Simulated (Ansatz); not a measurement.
Relaxation of ClGaH4 (6 atoms, charge 0, multiplicity 1), to a largest force component of 0.03 eV/Å in at most 50 steps.

Computed with RKS B3LYP-D4/def2-SVP in Ansatz 0.2.0.

```xyz
6
Properties=species:S:1:pos:R:3
Ga 0.024 -0.501 -0.399
H 0.007 0.089 2.306
H 1.425 0.123 -0.658
H -1.407 0.059 -0.642
Cl 0.075 -2.566 0.420
H 0.026 -0.596 2.082
```

**Question.** Where does it end, and by what steps?

**Answer.** The forces met the threshold. The force dipped under the threshold on the way, but the program's further checks kept it going. After 6 steps the energy has fallen by 0.105 eV; Cl5 moved furthest, 0.39 Å.

```json
{"step": "0", "energy less start (eV)": "0.0000", "largest force component (eV/Å)": "1.739", "accepted": "yes"}
{"step": "1", "energy less start (eV)": "-0.0854", "largest force component (eV/Å)": "0.401", "accepted": "yes"}
{"step": "2", "energy less start (eV)": "-0.0910", "largest force component (eV/Å)": "0.196", "accepted": "yes"}
{"step": "3", "energy less start (eV)": "-0.0954", "largest force component (eV/Å)": "0.321", "accepted": "yes"}
{"step": "4", "energy less start (eV)": "-0.1016", "largest force component (eV/Å)": "0.125", "accepted": "yes"}
{"step": "5", "energy less start (eV)": "-0.1052", "largest force component (eV/Å)": "0.015", "accepted": "yes"}
{"step": "6", "energy less start (eV)": "-0.1053", "largest force component (eV/Å)": "0.013", "accepted": "yes"}
```

```xyz
6
Properties=species:S:1:pos:R:3
Ga 0.024 -0.591 -0.337
H 0.006 0.287 2.147
H 1.420 0.089 -0.506
H -1.402 0.020 -0.502
Cl 0.077 -2.729 0.069
H 0.025 -0.469 2.239
```

Whether the end is a true minimum wasn't checked by a vibrational analysis.

The run took 21 s on 1 thread of AMD EPYC 7R43 64-Core Processor (Zen 3), with other jobs on the host, peak memory 0.15 GiB.
